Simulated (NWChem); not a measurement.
Program: NWChem. System: hydrogen iodide (HI), charge 0, spin multiplicity 1, at a geometry optimised with PBE/def2-SVP with def2 effective core potentials on I. Level: PBE0/x2c-SVPall-2c, spin-orbit ZORA.

NWChem printed:

```
             Northwest Computational Chemistry Package (NWChem) 7.3.0
             --------------------------------------------------------

                                NWChem Input Module
                                -------------------

 Scaling coordinates for geometry "geometry" by  1.889725989
 (inverse scale =  0.529177249)

                             Geometry "geometry" -> ""
                             -------------------------

 Output coordinates in angstroms (scale by  1.889725989 to convert to a.u.)

  No.       Tag          Charge          X              Y              Z
 ---- ---------------- ---------- -------------- -------------- --------------
    1 I                   53.0000     0.00000000     0.00000000     0.03023700
    2 H                    1.0000     0.00000000     0.00000000    -1.60256200

 Effective nuclear repulsion energy (a.u.)      17.1768810472

            Nuclear Dipole moment (a.u.)
            ----------------------------
        X                 Y               Z
 ---------------- ---------------- ----------------
     0.0000000000     0.0000000000    -0.0000018897


 Summary of "ao basis" -> "" (spherical)
 ------------------------------------------------------------------------------
       Tag                 Description            Shells   Functions and Types
 ---------------- ------------------------------  ------  ---------------------
 *                       x2c-svpall-2c                on all atoms

                                 NWChem DFT Module
                                 -----------------

 Summary of "ao basis" -> "ao basis" (spherical)
 ------------------------------------------------------------------------------
       Tag                 Description            Shells   Functions and Types
 ---------------- ------------------------------  ------  ---------------------
 I                       x2c-svpall-2c              18       50   6s8p4d
 H                       x2c-svpall-2c               3        5   2s1p

 Summary of "ao basis" -> "ao basis" (spherical)
 ------------------------------------------------------------------------------
       Tag                 Description            Shells   Functions and Types
 ---------------- ------------------------------  ------  ---------------------
 I                       x2c-svpall-2c              18       50   6s8p4d
 H                       x2c-svpall-2c               3        5   2s1p

            General Information
            -------------------
          SCF calculation type: DFT
          Wavefunction type:  closed shell.
          No. of atoms     :     2
          No. of electrons :    54
           Alpha electrons :    27
            Beta electrons :    27
          Charge           :     0
          Spin multiplicity:     1
          Use of symmetry is: off; symmetry adaption is: off
          Maximum number of iterations: 100
          AO basis - number of functions:    55
                     number of shells:    21
          Convergence on energy requested:  1.00D-06
          Convergence on density requested:  1.00D-05
          Convergence on gradient requested:  5.00D-04

              XC Information
              --------------
                         PBE0 Method XC Functional
                     Hartree-Fock (Exact) Exchange  0.250
          PerdewBurkeErnzerhof Exchange Functional  0.750
            Perdew 1991 LDA Correlation Functional  1.000 local
           PerdewBurkeErnz. Correlation Functional  1.000 non-local

             Grid Information
             ----------------
          Grid used for XC integration:  fine
          Radial quadrature: Mura-Knowles
          Angular quadrature: Lebedev.
          Tag              B.-S. Rad. Rad. Pts. Rad. Cut. Ang. Pts.
          ---              ---------- --------- --------- ---------
          I                   1.40      141           7.0       974
          H                   0.35       60           7.0       590
          Grid pruning is: on
          Number of quadrature shells:   201
          Spatial weights used:  Erf1

          Convergence Information
          -----------------------
          Convergence aids based upon iterative change in
[...]
 d= 0,ls=0.0,diis     8  -7205.3984035028 -4.13D-08  5.04D-07  9.47D-10    15.9
                                                     5.04D-07  9.47D-10
  zoraso: enough mem for repl

      Total SO-DFT energy =    -7205.398403503712
      One electron energy =    -9877.221895292183
           Coulomb energy =     2837.872924964655
    Exchange-Corr. energy =     -183.226314223382
 Nuclear repulsion energy =       17.176881047198

       Scaling correction =      110.963411794653

 Numeric. integr. density =       54.000000340382

     Total iterative time =      7.6s

                       DFT Final Molecular Orbital Analysis
                       ------------------------------------

 Vector   52  Occ=1.000000D+00  E=-2.967074D-01
              MO Center=  8.4D-09, -9.6D-09, -2.1D-02, r^2= 5.5D-02
  Bfn.         Coefficient        Function           Bfn.         Coefficient        Function
  ----     -------------------  ------------         ----     -------------------  ------------
    77    -0.439893  -0.000000  1 I  px                78    -0.000000  -0.439893  1 I  py
    74    -0.376122  -0.000000  1 I  px                75    -0.000000  -0.376122  1 I  py
    68     0.326683   0.000000  1 I  px                69     0.000000   0.326683  1 I  py
    65    -0.089948  -0.000000  1 I  px                66    -0.000000  -0.089948  1 I  py
    12     0.077682  -0.000000  1 I  pz                51    -0.069151  -0.000000  2 H  s

 Vector   53  Occ=1.000000D+00  E=-2.729292D-01
              MO Center= -5.8D-05,  5.9D-05,  9.2D-04, r^2= 8.1D-01
  Bfn.         Coefficient        Function           Bfn.         Coefficient        Function
  ----     -------------------  ------------         ----     -------------------  ------------
    23    -0.325749   0.283087  1 I  py                22     0.283087   0.325749  1 I  px
    20    -0.231078   0.200814  1 I  py                19     0.200814   0.231078  1 I  px
    14     0.226395  -0.196744  1 I  py                13    -0.196744  -0.226395  1 I  px
    78     0.204113  -0.016238  1 I  py                77     0.016238   0.204113  1 I  px
    75     0.144792  -0.011519  1 I  py                74     0.011519   0.144792  1 I  px

 Vector   54  Occ=1.000000D+00  E=-2.729292D-01
              MO Center=  5.1D-05, -6.5D-05,  2.1D-04, r^2= 1.8D-01
  Bfn.         Coefficient        Function           Bfn.         Coefficient        Function
  ----     -------------------  ------------         ----     -------------------  ------------
    78     0.427652  -0.058001  1 I  py                77     0.058001   0.427652  1 I  px
    75     0.303365  -0.041144  1 I  py                74     0.041144   0.303365  1 I  px
    69    -0.297217   0.040311  1 I  py                68    -0.040310  -0.297217  1 I  px
    23     0.146875  -0.142665  1 I  py                22    -0.142665  -0.146875  1 I  px
    20     0.104189  -0.101203  1 I  py                19    -0.101203  -0.104189  1 I  px

 Vector   55  Occ=0.000000D+00  E=-2.293849D-02
              MO Center=  3.6D-11,  7.6D-11, -1.0D-04, r^2= 5.3D-03
  Bfn.         Coefficient        Function           Bfn.         Coefficient        Function
  ----     -------------------  ------------         ----     -------------------  ------------
   107     0.513684   0.924840  2 H  s                 79     0.449401   0.809105  1 I  pz
    61    -0.214567  -0.386308  1 I  s                106     0.175345   0.315693  2 H  s
    60    -0.153936  -0.277147  1 I  s                 76     0.145321   0.261638  1 I  pz
    70    -0.144385  -0.259951  1 I  pz                59     0.111473   0.200696  1 I  s
    98     0.061086   0.109979  1 I  d  0              93    -0.054949  -0.098930  1 I  d  0

 Vector   56  Occ=0.000000D+00  E=-2.293849D-02
              MO Center=  1.1D-08, -1.2D-08, -7.4D-01, r^2= 3.1D+00
  Bfn.         Coefficient        Function           Bfn.         Coefficient        Function
  ----     -------------------  ------------         ----     -------------------  ------------
    52     1.057923   0.000000  2 H  s                 24     0.925533   0.000000  1 I  pz
     6    -0.441896  -0.000000  1 I  s                 51     0.361120   0.000000  2 H  s
     5    -0.317028   0.000000  1 I  s                 21     0.299287  -0.000000  1 I  pz
    15    -0.297357   0.000000  1 I  pz                 4     0.229576  -0.000000  1 I  s
    43     0.125805  -0.000000  1 I  d  0              38    -0.113166   0.000000  1 I  d  0

 Vector   57  Occ=0.000000D+00  E= 2.347697D-01
              MO Center= -1.1D-09, -1.7D-09, -3.3D-01, r^2= 3.3D+00
  Bfn.         Coefficient        Function           Bfn.         Coefficient        Function
  ----     -------------------  ------------         ----     -------------------  ------------
     5     1.882151   0.000000  1 I  s                  6    -1.657238   0.000000  1 I  s
     4    -0.587972  -0.000000  1 I  s                 43     0.417340   0.000000  1 I  d  0
    51     0.365497   0.000000  2 H  s                 52    -0.316955  -0.000000  2 H  s
    38    -0.175616  -0.000000  1 I  d  0               3     0.122986  -0.000000  1 I  s
    24     0.113991   0.000000  1 I  pz                 2    -0.072436  -0.000000  1 I  s

   alpha - beta orbital overlaps
   -----------------------------

   alpha      1      2      3      4      5      6      7      8      9     10
    beta      1      2      3      4      5      5      7      8      9     10
 overlap   1.171  1.530  1.847  2.019  0.905  0.287  1.299  1.299  1.297  1.619

   alpha     11     12     13     14     15     16     17     18     19     20
    beta     11     12     13     14     15      7      8      9     22     23
 overlap   1.619  1.609  1.439  1.439  1.355  0.020  0.020  0.020  0.329  0.329

   alpha     21     22     23     24     25     26     27     28     29     30
    beta     21     22     23     15     13     14     15      7      8      9
 overlap   0.167  0.421  0.421  0.141  0.026  0.026  0.022  0.056  0.056  0.057

   alpha     31     32     33     34     35     36     37     38     39     40
    beta     31     32     33     34     35     36     37     38     39     40
 overlap   1.153  1.153  1.153  1.153  1.153  1.133  1.133  1.137  1.133  1.133

   alpha     41     42     43     44     45     46     47     48     49     50
    beta     36     37     51     39     40     36     37     38     39     40
 overlap   0.021  0.021  0.021  0.021  0.021  0.015  0.015  0.015  0.015  0.015

   alpha     51     52     53     54     55
    beta     51     21     22     23     51
 overlap   0.172  0.073  0.011  0.011  0.014

     --------------------------
     Expectation value of S2:
     --------------------------
      <S2> =      0.0196 (Exact =     0.0000)

     Multipole analysis of the density
     ---------------------------------

     L   x y z        total         alpha         beta         nuclear
     -   - - -        -----         -----         ----         -------
     0   0 0 0     -0.000000    -27.000000    -27.000000     54.000000

     1   1 0 0     -0.000000     -0.000000     -0.000000      0.000000
     1   0 1 0      0.000000      0.000000      0.000000      0.000000
     1   0 0 1     -0.244942     -0.122470     -0.122470     -0.000002

     2   2 0 0    -21.696872    -10.848436    -10.848436      0.000000
     2   1 1 0      0.000000      0.000000      0.000000      0.000000
     2   1 0 1      0.000000      0.000000      0.000000      0.000000
     2   0 2 0    -21.696872    -10.848436    -10.848436      0.000000
     2   0 1 1     -0.000000     -0.000000     -0.000000      0.000000
     2   0 0 2    -18.162734    -13.753501    -13.753501      9.344267

 Task  times  cpu:       16.3s     wall:       16.3s

 Total times  cpu:       16.4s     wall:       16.4s
```

Q: Write an NWChem input that would produce this output.

A: This is not unique; one that fits is 
```
start mol
memory heap 200 mb stack 800 mb global 1000 mb
geometry units angstroms nocenter noautoz noautosym
  I      0.000000     0.000000     0.030237
  H      0.000000     0.000000    -1.602562
end
basis spherical
  * library x2c-svpall-2c
end
relativistic
  zora on
end
dft
  xc pbe0
  semidirect memsize 60000000 filesize 0
  iterations 100
  grid fine
end
task sodft energy
```
